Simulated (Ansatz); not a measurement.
Computed with Ansatz on PBE0-D4/def2-TZVP structures; ΔE is electronic, products minus reactants. CCSD(T)/CBS is the MP2 limit (def2-TZVPP, def2-QZVPP) plus CCSD(T) − MP2 in def2-TZVPP, frozen cores. This one scheme is used for every species. Functionals use def2-TZVPP. B3LYP here is the variant with VWN-RPA as its local correlation; programs differ in this. HSE06 is defined as in plane-wave codes. Each species was taken in one conformer, which may not be the lowest.

`P[SiH]1CC1` + H–F → `F[SiH]1CC1` + PH₃  (cleavage of the Si–P bond)

| level | ΔE (kcal/mol) | difference from CCSD(T)/CBS |
| --- | --- | --- |
| PBE-D4 | -18.8 | 3.5 |
| BLYP-D4 | -23.3 | -1.0 |
| B3LYP-D4 | -24.0 | -1.7 |
| r2SCANh-D4 | -22.9 | -0.6 |
| CAM-B3LYP-D4 | -26.4 | -4.1 |
| PBE | -20.2 | 2.1 |
| HSE06 | -20.8 | 1.5 |
| LC-ωPBE | -23.7 | -1.4 |
| HF/def2-SVP | -28.2 | -5.9 |
| CCSD(T)/def2-SVP | -22.5 | -0.2 |
| HF/def2-TZVPP | -31.3 | -9.0 |
| SCS-MP2/def2-TZVPP | -24.5 | -2.2 |
| CCSD(T)/def2-TZVPP | -22.9 | -0.6 |
| MP2/def2-QZVPP | -21.7 | 0.6 |
| MP2/CBS(def2) | -21.3 | 1.0 |
| CCSD/CBS(def2) | -23.8 | -1.5 |
| CCSD(T)/CBS | -22.3 | 0 |

Largest T1 diagnostic among the species: 0.013.

From PBE to PBE0 (25 % exact exchange), in def2-TZVPP and without D4, ΔE moves by −0.7 kcal/mol. The D4 term adds +2.3 kcal/mol with B3LYP and +1.3 kcal/mol with PBE0; it sums over pairs of atoms, weighted by their polarisabilities, and B3LYP, whose exchange is more repulsive, gets the larger term.
